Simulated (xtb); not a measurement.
Sn(OtBu)4 (C16H36O4Sn), SMILES CC(C)(C)[O][Sn]([O]C(C)(C)C)([O]C(C)(C)C)[O]C(C)(C)C. All values are semi-empirical tight-binding results from xtb (GFN2-xTB unless named), good for trends rather than for accurate numbers. Geometry optimised at GFN2-xTB. Other conformers were not sampled.

Optimised geometry:

```xyz
57

C      3.0152    -1.2832    -1.1666
C      2.5885    -1.6636     0.2496
C      3.8079    -1.6350     1.1847
C      1.9581    -3.0553     0.2536
O      1.7095    -0.7111     0.7988
Sn    -0.0062    -0.0027     0.0063
O     -0.8564    -1.5205    -1.0187
C     -1.7417    -1.4435    -2.1102
C     -2.1923    -2.8958    -2.3335
C     -1.0295    -0.9192    -3.3561
C     -2.9527    -0.5700    -1.7894
O      0.2696     1.5250    -1.2844
C      0.3711     2.8979    -0.9915
C     -0.9738     3.4604    -0.5341
C      0.7839     3.5384    -2.3263
C      1.4409     3.1694     0.0642
O     -1.1322     0.6992     1.5280
C     -1.2119     0.2114     2.8457
C     -2.3573     1.0186     3.4774
C      0.0891     0.4679     3.6045
C     -1.5522    -1.2772     2.8723
H      3.7679    -1.9721    -1.5400
H      3.4173    -0.2732    -1.1695
H      2.1462    -1.3113    -1.8214
H      3.4984    -1.8745     2.1983
H      4.2477    -0.6416     1.1830
H      4.5467    -2.3592     0.8534
H      1.6985    -3.3409     1.2700
H      1.0493    -3.0352    -0.3434
H      2.6460    -3.7883    -0.1587
H     -2.6962    -3.2642    -1.4443
H     -2.8690    -2.9482    -3.1817
H     -1.3261    -3.5232    -2.5251
H     -1.7145    -0.8745    -4.1984
H     -0.6422     0.0764    -3.1511
H     -0.1963    -1.5708    -3.6078
H     -2.6228     0.4564    -1.6400
H     -3.6748    -0.6002    -2.6007
H     -3.4237    -0.9186    -0.8738
H     -1.7223     3.3049    -1.3071
H     -0.8926     4.5234    -0.3245
H     -1.2899     2.9369     0.3654
H      0.0383     3.3176    -3.0851
H      1.7375     3.1302    -2.6492
H      0.8711     4.6150    -2.2100
H      2.3833     2.7248    -0.2456
H      1.5762     4.2377     0.2088
H      1.1368     2.7153     1.0054
H     -2.1279     2.0795     3.4295
H     -2.4893     0.7255     4.5152
H     -3.2782     0.8387     2.9298
H      0.0153     0.1024     4.6251
H      0.9040    -0.0415     3.0952
H      0.3036     1.5336     3.6215
H     -2.4548    -1.4573     2.2937
H     -0.7351    -1.8381     2.4222
H     -1.7033    -1.6194     3.8924
```
Charge 0, spin multiplicity 1.

For metal compounds this method's bond lengths and energies can be far off.

Q: Estimate the properties. (Estimate from the structure and the level; the computed values follow.)

A: 
```
Item                                            Value
-------------------------------------  --------------
orbital gap                                   2.63 eV
zero-point energy                      308.5 kcal/mol
G − E(el) at 298.15 K (modified RRHO)  270.5 kcal/mol
```

Computed atomic charges and the Wiberg bond orders between heavy atoms:
charges (e) C1 -0.12, C2 0.16, C3 -0.11, C4 -0.12, O5 -0.38, Sn6 0.58, O7 -0.38, C8 0.16, C9 -0.11, C10 -0.12, C11 -0.12, O12 -0.38, C13 0.16, C14 -0.12, C15 -0.11, C16 -0.12, O17 -0.38, C18 0.16, C19 -0.11, C20 -0.12, C21 -0.12, H22 0.04, H23 0.05, H24 0.05, H25 0.05, H26 0.05, H27 0.05, H28 0.04, H29 0.06, H30 0.04, H31 0.05, H32 0.05, H33 0.05, H34 0.04, H35 0.06, H36 0.04, H37 0.05, H38 0.04, H39 0.05, H40 0.04, H41 0.04, H42 0.06, H43 0.05, H44 0.05, H45 0.05, H46 0.05, H47 0.04, H48 0.05, H49 0.05, H50 0.05, H51 0.05, H52 0.04, H53 0.06, H54 0.04, H55 0.05, H56 0.05, H57 0.04. Bond orders C1–C2 0.99, C2–C3 0.96, C2–C4 1.00, C2–O5 0.98, O5–Sn6 0.73, Sn6–O7 0.73, O7–C8 0.98, C8–C9 0.96, C8–C10 1.00, C8–C11 0.99, Sn6–O12 0.73, O12–C13 0.98, C13–C14 1.00, C13–C15 0.96, C13–C16 0.99, Sn6–O17 0.73, O17–C18 0.98, C18–C19 0.96, C18–C20 1.00, C18–C21 0.99.
